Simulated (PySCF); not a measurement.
**From computed data to an observable: chemical shift, span and skew from a shielding tensor**

C2H7S, SMILES C[SH+]C, charge +1. Atoms are numbered in the order given.

```xyz
10

C      0.0276     0.5224    -1.4362
S     -0.1047    -0.5928     0.0000
C      0.0276     0.5224     1.4362
H      0.8935     1.1883    -1.3308
H      0.1133    -0.1167    -2.3261
H     -0.9137     1.0878    -1.4744
H      1.1569    -1.1020     0.0000
H      0.8935     1.1883     1.3308
H      0.1133    -0.1167     2.3261
H     -0.9137     1.0878     1.4744
```
Charge +1, spin multiplicity 1.

Geometry: B3LYP-D3(BJ)/def2-SVP. The isomer is the one that the SMILES or the coordinates give; other isomers of the formula were not compared.

GIAO shieldings from B3LYP/pcSseg-1 in PySCF, non-relativistic, no solvent. The symmetric part of the tensor of C1 has the principal values 131.6, 144.9, 181.2 ppm. The same nucleus in TMS has σ = 181.3 ppm at this level (PySCF, at its B3LYP-D3(BJ)/def2-TZVP geometry).

Question: Work out the isotropic shielding, the ¹³C shift against TMS, the span and the skew.

Answer: 
σ(iso) = (σ11 + σ22 + σ33)/3 = 152.6 ppm. δ = σ(ref) − σ(iso) = 181.3 − (152.6) = 28.7 ppm.
Span Ω = σ33 − σ11 = 49.6 ppm. Skew κ = 3(σ(iso) − σ22)/Ω = 0.46. Tumbling in solution averages the tensor to δ; in a static solid the shielding alone would spread this spin-1/2 line over Ω.
